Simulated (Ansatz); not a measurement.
```yaml
crystal:
  periodic: [false, false, false]
  atoms:
    - {symbol: Te, position_ang: [-0.471884, -0.322620, -0.004898]}
    - {symbol: Cl, position_ang: [-0.551716, -0.418964, 2.466351]}
    - {symbol: Cl, position_ang: [-0.556003, -0.338245, -2.477844]}
    - {symbol: Cl, position_ang: [1.820817, -0.967860, -0.017020]}
    - {symbol: Cl, position_ang: [-0.241214, 2.047689, 0.033411]}
basis:
  gaussian: {orbitals: def2-mTZVP}
total_charge: 1
magnetization: {spin_polarized: true, initial_magnetization: 1}
hamiltonian: {xc: {name: PBE0}}
scf: {omitted_lower_state_checks: [starts]}
output: {forces: true}
```

```sh
$ ansatz run in.yaml --threads 4 --pin off --events-out ev --progress --plain --max-ram 3916MiB
```

It prints (some lines left out):

```
Functional definition: PBE0
1156 factors; integrals over basis functions are off by at most 2.6e-4 eV
mean field evaluation 1: about -57354.4706 eV, gradient 2.9e1 eV
mean field evaluation 2: about -57342.0526 eV, gradient 5.8e1 eV
mean field evaluation 4: about -57359.4839 eV, gradient 2.1e0 eV
mean field evaluation 8: about -57359.6625 eV, gradient 2.3e-1 eV
mean field evaluation 16: about -57359.6629 eV, gradient 1.8e-3 eV
mean field -57359.66289470 eV, -2107.9287316042 hartree, gradient 3.1e-5 eV, S^2 0.770449; 0 other end points of the search recorded, 0 dependent functions left out
reference -57359.66292376 eV, -2107.9287326722 hartree; 46, 45 occupied and 78, 79 virtual orbitals, 1156 factors
Total energy: -57359.66292376 eV, -2107.9287326722 hartree
Atom 0 at    -0.471884    -0.322620    -0.004898 Å, force     1.975933     1.351061     0.020564 eV/Å
Atom 1 at    -0.551716    -0.418964     2.466351 Å, force    -0.244137    -0.156227    -0.612865 eV/Å
Atom 2 at    -0.556003    -0.338245    -2.477844 Å, force    -0.242507    -0.176582     0.608117 eV/Å
Atom 3 at     1.820817    -0.967860    -0.017020 Å, force    -1.283802     0.279412     0.004826 eV/Å
Atom 4 at    -0.241214     2.047689     0.033411 Å, force    -0.205487    -1.297665    -0.020642 eV/Å
Dipole moment:    -0.223025    -0.152496    -0.002317 e Å
Checks for a lower state left out: starts
```

Run time 3.6 s (4 threads of Arm Neoverse V2 on a shared host).

In the def2 sets Te takes a core potential; there is no spin–orbit coupling.

The dipole of an ion depends on the origin.
